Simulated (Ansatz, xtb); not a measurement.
Relative energy of two structures of F2GeH2Sn

Structure I: a singlet given by its coordinates. Structure II: a singlet given by its coordinates. Both are isolated molecules in the gas phase, relaxed with B3LYP-D3(BJ)/def2-SVP.

I (Å):

```yaml
atoms:
  - { symbol: F, position_ang: [0.6996, 0.7439, -0.3551] }
  - { symbol: F, position_ang: [2.0745, -1.1033, 1.2738] }
  - { symbol: Ge, position_ang: [0.5112, -0.0301, 1.2062] }
  - { symbol: Sn, position_ang: [0.3681, -2.7133, 1.3873] }
  - { symbol: H, position_ang: [0.8998, 1.1173, 2.1905] }
  - { symbol: H, position_ang: [0.3292, -2.7011, -0.3984] }
```

Close contacts (Å): F1–Ge3 1.75, F2–Ge3 1.90, F2–Sn4 2.35, Ge3–Sn4 2.69, Ge3–H5 1.56, Sn4–H6 1.79.

II (Å):

```xyz
6

F     0.2893    2.2719    0.6036
F    -0.1799   -2.0992   -1.1096
Ge   -0.4828    0.9156    1.5031
Sn    0.3630   -0.2039   -1.1422
H    -1.2377    0.3607    0.0208
H     0.7301   -0.1882    0.8823
```

Close contacts (Å): F1–Ge3 1.80, F2–Sn4 1.97, Ge3–Sn4 2.99, Ge3–H5 1.75, Ge3–H6 1.75, Sn4–H5 2.06, Sn4–H6 2.06.

Question: Estimate E(II) − E(I) at the level CCSD(T)/def2-SVP + ΔMP2/def2-TZVPP.

Answer: Not settled: CCSD(T)/def2-SVP + ΔMP2/def2-TZVPP gives E(II) − E(I) = −2.6 kcal/mol, but this leans on the basis-set step: CCSD(T) alone gives +2.6 kcal/mol.

How the difference moves with the method:

```csv
level,geometry,E(II) − E(I) (kcal/mol),departure from the last row (kcal/mol),"job, with rough time for the two"
B3LYP-D3(BJ)/def2-SVP,B3LYP-D3(BJ)/def2-SVP,−1.8,+0.8,"optimisation, 1.8 min"
HF/def2-SVP,B3LYP-D3(BJ)/def2-SVP,+5.7,+8.3,part of the CCSD(T) run
MP2/def2-SVP,B3LYP-D3(BJ)/def2-SVP,+3.4,+6.0,part of the CCSD(T) run
CCSD(T)/def2-SVP,B3LYP-D3(BJ)/def2-SVP,+2.6,+5.1,single point
CCSD(T)/def2-SVP + ΔMP2/def2-TZVPP,B3LYP-D3(BJ)/def2-SVP,−2.6,,"single point, 27 s"
```

HF/def2-SVP, MP2/def2-SVP, CCSD(T)/def2-SVP put the two in the other order. The largest departure from CCSD(T)/def2-SVP + ΔMP2/def2-TZVPP is that of HF/def2-SVP, 8.3 kcal/mol. Levels run at GFN2-xTB geometries aren't shown. The last row adds to CCSD(T) the change of the MP2 difference between the two basis sets, here −5.1 kcal/mol, a large step that makes the value less sure.

With harmonic frequencies from B3LYP-D3(BJ)/def2-SVP (ideal gas, rigid rotor, one conformer each, 298.15 K, 1 atm): on the last row, ΔE + ΔZPE = −2.6, ΔH = −2.7, ΔG = −3.2 kcal/mol.

The correlated steps freeze 15 core orbitals; the filled d shell of Ge and Sn is correlated, in a basis made for valence electrons. Atoms past krypton carry core potentials in the def2 sets and no spin–orbit term is included. Mirror images aren't counted in ΔG. Run with Ansatz 0.2.0; the last row on 1 thread of AMD EPYC 9R45 96-Core Processor (Zen 5) on a shared host.
